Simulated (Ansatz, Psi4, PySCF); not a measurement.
Cl2La (SMILES [Cl][La][Cl]), doublet, at a GFN2-xTB geometry (such geometries of metal compounds can be far from the true shape) (the multiplicity is a formal guess) (core potentials on La). Base run: PySCF with R2SCAN/def2-TZVP.

PySCF was given this input:
```python
from pyscf import gto, scf, dft

mol = gto.M(
    atom='''
La    0.364856   -0.024101    0.430976
Cl    0.882485    0.353027   -1.969961
Cl   -2.105827   -0.272216    0.524924
''',
    basis='def2-tzvp',
    ecp={'La': 'def2-tzvp'},
    charge=0,
    spin=1,
    verbose=4,
)

mf = dft.UKS(mol)
mf.xc = 'r2scan'
mf.kernel()
```

The same geometry, method and basis name were run in Ansatz (a quantum-chemistry and plane-wave program) and Psi4 and PySCF, at each program's defaults and at the settings that a row names. The base is PySCF at its defaults. Differences at the defaults can come from grids, fitting, cores and function types together.

```csv
code and settings,ΔE vs base (mEh),basis functions,E (Eh),SCF cycles,dipole (D)
"PySCF, defaults (exact integrals, its default grid, spherical functions)",0.000,114,-952.10213,12,5.49
"Psi4, defaults (density fitting with its default set, its default grid, spherical functions)",-0.186,114,-952.10232,10,5.49
"Ansatz, defaults (factorised integrals, its default grid, spherical functions)",0.150,114,-952.10198,-,-
"PySCF, density fitting with def2-universal-jkfit",-0.020,114,-952.10215,12,5.49
"PySCF, fine grid",0.216,114,-952.10192,12,5.49
"Psi4, exact integrals, spherical functions, fine grid",0.251,114,-952.10188,14,5.49
"Ansatz, high accuracy",0.150,114,-952.10198,-,-
```

Open shells are given as the SCF converged; they aren't shown to be the lowest states, and a large step between rows can be another state.
